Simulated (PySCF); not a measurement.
## CH10ClPSi3: full NMR table

```
Formula                               : CH10ClPSi3
SMILES                                : [SiH3]P([SiH3])[SiH2]CCl
Point group of the computed structure : C1
Carbon signals                        : 1
Proton signals                        : 3
```

Numbering as in the mapped SMILES `[SiH3:1][P:2]([SiH3:3])[SiH2:4][CH2:5][Cl:6]`. Each H is labelled by its parent atom.

Single conformer, non-relativistic, no solvent, one averaged value for each set of equivalent atoms. GIAO PBE0/pcSseg-1 shieldings; geometry from GFN2-xTB; PySCF 2.14.

References, each an isolated molecule treated in the same way: ¹H (σref 31.72) and ¹³C (σref 186.93) and ²⁹Si (σref 349.16) against TMS; ³¹P (σref 318.38) vs H3PO4.

```tsv
carbon	δC, type	δH (multiplicity)	HMBC from (2–3 bonds)	span of the C tensor (ppm)
C5	32.7, CH2	3.17 (m)	H(Si4)	52
```

Other nuclei:
```json
{"atoms": "H(Si4)", "nucleus": "¹H", "environment": "hydrogen on a silicon bonded to C, P", "δ (ppm)": "4.49", "σ (ppm)": "27.22"}
{"atoms": "H(Si1)/H(Si3)", "nucleus": "¹H", "environment": "hydrogen on a silicon bonded to P", "δ (ppm)": "4.21", "σ (ppm)": "27.51"}
{"atoms": "P2", "nucleus": "³¹P", "environment": "phosphorus bonded to 3 Si", "δ (ppm)": "-373.2", "σ (ppm)": "691.6"}
{"atoms": "Si4", "nucleus": "²⁹Si", "environment": "silicon bonded to C, P, 2 H", "δ (ppm)": "-36.3", "σ (ppm)": "385.5"}
{"atoms": "Si1/Si3", "nucleus": "²⁹Si", "environment": "silicon bonded to P, 3 H", "δ (ppm)": "-79.5", "σ (ppm)": "428.7"}
```

- δH 4.49: hydrogen on a silicon bonded to C, P.
- δH 4.21: hydrogen on a silicon bonded to P.
- δH 3.17: hydrogen on an sp3 CH2 bonded to Cl and Si; its carbon carries Cl, which withdraws density.

Carbons that carry Cl, above all several Cl atoms, come out too deshielded, partly because spin–orbit coupling is missing. Splittings by ³¹P in the carbon and heteronuclear signals aren't shown, as no couplings were computed. Shifts are as computed. Against solution values, carbons near 30 ppm lie about +3 ppm off and those near 130 ppm about +5 ppm; carbons on Cl a further +6 ppm. Of 1313 compounds with measured shifts, 239 miss one by over three times the rms of a fit or turn the order of signals round; such compounds aren't used in these exercises. Experimental scales use liquid or dissolved standards, which lie at an offset from isolated H3PO4. No couplings were computed; multiplicities are counted from neighbouring protons, with m where these are inequivalent, close in shift, in a saturated or five-membered ring or joined by F or P, and br s for small geminal =CH2 splittings.
